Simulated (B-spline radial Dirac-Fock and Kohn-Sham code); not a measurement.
ΔSCF core binding energies without Breit or QED terms, calculated with a radial finite-basis atomic code.

A sound run for the La⁴⁺ ion, configuration [Kr] 4d10 5s2 5p5: The ground state converged in 10 iterations, with total energy -8490.60865 Ha, virial ratio 1.93449 and highest orbital energy -61.90 eV. ΔSCF binding energies: K (1s) 39124.6 eV, L3 (2p3/2) 5548.5 eV, M5 (3d5/2) 887.3 eV.

A second run, with one unsound setting: The ground state converged in 10 iterations, with total energy -7815.50660 Ha, virial ratio 1.79880 and highest orbital energy -53.38 eV. ΔSCF binding energies: K (1s) 37677.5 eV, L3 (2p3/2) 5393.6 eV, M5 (3d5/2) 1211.8 eV.

```
iter   energy (Ha)        error
   1    -7748.28039379  5.79e+00
   2    -7807.67598117  3.03e+00
   3    -7814.56344501  9.25e-01
   4    -7815.39531747  2.64e-01
   5    -7815.49398936  1.30e-01
   6    -7815.50653135  8.53e-03
   7    -7815.50659861  1.06e-04
   8    -7815.50659867  1.31e-05
   9    -7815.50659867  1.08e-06
  10    -7815.50659867  2.75e-08
```

Problem. Which fault fits the second run best?
A. mesh too coarse
B. speed of light below Z
C. too few iterations
D. unbound anion

Solution. A. The input had h = 1.3: h is too large to resolve the orbitals.
